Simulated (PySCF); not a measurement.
# Working out the ionisation energy of Mn⁺

Mn⁺ [Ar] 3d5 4s1 (7S) → Mn²⁺ [Ar] 3d5 (6S). All numbers are calculated (PySCF 2.14, no relativity, point nucleus, in def2-SVP (5s3p2d1f, 31 functions)). Frozen: [Ar]. Energies in hartree (1 hartree = 27.21139 eV):

```tsv
part	Mn⁺ (lower)	Mn²⁺ (upper)
UHF	-1149.478460	-1148.942238
MP2 opposite-spin	0.000000	0.000000
MP2 same-spin	-0.047646	-0.041066
```

**Question.** What does Hartree-Fock give?

**Answer.** (-1148.942238) − (-1149.478460) = 0.536222 hartree = 14.591 eV.

**Question.** What do MP2 and SCS-MP2 (6/5 opposite-spin, 1/3 same-spin) give?

**Answer.** The opposite-spin parts differ by 0.000 eV and the same-spin parts by 0.179 eV. MP2: 14.591 + (0.000) + (0.179) = 14.770 eV. SCS-MP2: 14.591 + 1.2 × (0.000) + (0.179)/3 = 14.651 eV.

Measured between the centres of the two terms (NIST): 15.640 eV, so MP2 (valence) is off by -0.870 eV.

The calculation is non-relativistic.

A double-zeta basis recovers only part of the correlation energy.

What remains against the reference includes basis incompleteness, the frozen core and correlation beyond second order.
